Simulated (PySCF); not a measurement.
Ionisation of benzenethiol

System: `Sc1ccccc1` (C6H6S). Non-hydrogen atoms are numbered in `[SH:1][c:2]1[cH:3][cH:4][cH:5][cH:6][cH:7]1`. These are map numbers, not IUPAC locants.

Energies: ωB97X-D3(BJ)/ma-def2-TZVP (PySCF, density fitting, integration grid level 2) on PBE0-D3(BJ)/def2-SVP structures. ωB97X-D3(BJ) is ωB97X-V with D3(BJ) in place of VV10. Zero-point and thermal terms (298.15 K, 1 bar) come from unscaled PBE0-D3(BJ)/def2-SVP harmonic frequencies, with soft modes damped to free rotors in the entropy.

Frontier levels of the parent: HOMO -8.56 eV, LUMO 1.08 eV.

Oxidation to the radical cation:
| Item | Value |
| --- | --- |
| Vertical ionisation energy (electronic) | 8.39 eV |
| Adiabatic ionisation energy (with zero-point energy) | 8.25 eV |
| Adiabatic, electronic part | 8.24 eV |
| Vertical gap at the product's structure | 8.11 eV |
| Inner reorganisation energy (four-point) | 279 meV |
| Relaxation of product / of parent | 146 / 133 meV |
| ⟨S²⟩ of the product | 0.784 |
| Largest spin populations | S1 0.44, C5 0.33, C3 0.16, C7 0.14 |
| Largest changes of atomic charge | S1 0.39, C5 0.14 |
| Distances that move most (Å) | S1–C2 1.766 → 1.703; C2–C3 1.401 → 1.429; C2–C7 1.400 → 1.425; C5–C6 1.394 → 1.412 |
| Potential in dichloromethane | 6.31 V absolute, 1.61 V against Fc+/Fc computed at 4.70 V (solvation -16 → -202 kJ/mol) |

Solvents are IEF-PCM continua (electrostatics only, gas-phase structures); absolute potentials refer to an electron at rest in vacuum. Fc+/Fc in dichloromethane, 4.70 V, is ωB97X-D3(BJ)/ma-def2-TZVP on PBE0-D3(BJ)/def2-SVP structures with GFN2-xTB thermal terms. Benchmark calculations put it near 5.0 V in acetonitrile and DMSO, so it is about 0.3 V low, and the value against it can read up to that much too high.

Measured values (NIST Chemistry WebBook, evaluated or the median of agreeing entries): vertical ionisation energy 8.49 eV (computed 8.39, difference -0.10); adiabatic ionisation energy 8.30 eV (computed 8.25, difference -0.05).

Run with `OMP_NUM_THREADS=1 python redox_run.py task.json out` on 1 thread of Arm Neoverse V2, a shared host. Structures, frequencies and single points: 24 min of wall time.
